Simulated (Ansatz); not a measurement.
Cost and result for the atomization energy of C₂H₆OSn (10 atoms, 8 bonds).

```xyz
10

O    -0.695    0.521   -2.028
Sn   -0.841    1.452   -0.254
C     0.109   -0.981    0.781
C     1.113   -0.087    0.742
H    -0.130    1.004   -2.635
H    -2.085    0.325    0.327
H    -0.442   -1.178    1.692
H    -0.173   -1.547   -0.099
H     1.710    0.044   -0.154
H     1.434    0.449    1.629
```

Total charge 0; spin multiplicity 1. Correlated methods include outer-core shells of Sn, which these sets cover unevenly. Sn: def2 effective core potential. The bonds changed during the relaxation, so this is another structure than the one it started from. The geometry is a stationary point of PBE0-D4/def2-TZVP. It is one conformer, not always the lowest. Program: Ansatz. All runs use 4 threads of an Arm Neoverse V1 on a shared host. Times are those of one run each, without the atoms' runs, and a repeat can differ threefold. Electronic energies, without spin–orbit coupling; frozen cores. CCSD(T)/CBS adds CCSD(T) − MP2 in def2-TZVPP to the MP2 limit, and its time is that of the two runs behind it. T1 = 0.016. With those shells the extrapolation isn't a true limit. B3LYP takes the VWN-RPA correlation (the form of Gaussian; ORCA's B3LYP/G).

CCSD(T)/CBS is a level of theory with its own doubt, some kJ/mol a heavy atom from the limit and from the frozen cores, so smaller differences don't rank the functionals.

```json
{"level": "PBE-D4/def2-TZVPP (with forces)", "functions": "227", "wall time": "2.1 s"}
{"level": "PBE0-D4/def2-TZVPP", "functions": "227", "wall time": "2.5 s"}
{"level": "B3LYP-D4/def2-TZVPP (with forces)", "functions": "227", "wall time": "3.8 s"}
{"level": "r2SCAN-D4/def2-TZVPP (with forces)", "functions": "227", "wall time": "4.3 s"}
{"level": "B2PLYP/def2-TZVPP", "functions": "227", "wall time": "4.9 s"}
{"level": "ωB97X-V/def2-TZVPP", "functions": "227", "wall time": "7 s"}
{"level": "ωB97M-V/def2-TZVPP (with forces)", "functions": "227", "wall time": "11 s"}
{"level": "MP2/def2-QZVPP", "functions": "433", "wall time": "18 s"}
{"level": "CCSD(T)/def2-TZVPP", "functions": "227", "wall time": "2.4 min"}
{"level": "CCSD(T)/CBS(def2)", "functions": "–", "wall time": "2.7 min"}
```

Problem. What atomization energy does each give, and how far from CCSD(T)/CBS? (An estimate is asked.)

Solution. Ansatz gave: 
```csv
level,atomization (kcal/mol),difference from CCSD(T)/CBS,per bond
PBE-D4/def2-TZVPP (with forces),854.0,11.7,1.5
PBE0-D4/def2-TZVPP,833.9,-8.4,-1.0
B3LYP-D4/def2-TZVPP (with forces),838.8,-3.5,-0.4
r2SCAN-D4/def2-TZVPP (with forces),838.2,-4.1,-0.5
B2PLYP/def2-TZVPP,828.0,-14.3,-1.8
ωB97X-V/def2-TZVPP,836.0,-6.3,-0.8
ωB97M-V/def2-TZVPP (with forces),836.9,-5.4,-0.7
MP2/def2-QZVPP,840.0,-2.3,-0.3
CCSD(T)/def2-TZVPP,817.2,-25.1,-3.1
CCSD(T)/CBS(def2),842.3,0.0,0.0
```

In def2-TZVPP, CCSD(T) changes the Hartree–Fock value by +224.7 kcal/mol (the triples alone add +14.0 kcal/mol) and MP2 by +232.6 kcal/mol; breaking electron pairs costs correlation energy, which Hartree–Fock lacks. From PBE to PBE0 (25 % exact exchange), in def2-TZVPP and without D4, the atomization energy moves by −19.4 kcal/mol: exact exchange takes away binding that semilocal exchange gives to molecules. The D4 term adds +8.1 kcal/mol with B3LYP and +4.2 kcal/mol with PBE0; it sums over pairs of atoms, weighted by their polarisabilities, and B3LYP, whose exchange is more repulsive, gets the larger term.

Spin–orbit coupling would lower the free Sn atoms strongly, and the atomization energy with them, by more than many differences here. For some Ge, Se and Sn compounds the MP2-based and the directly extrapolated limit differ by 10 to 25 kJ/mol.
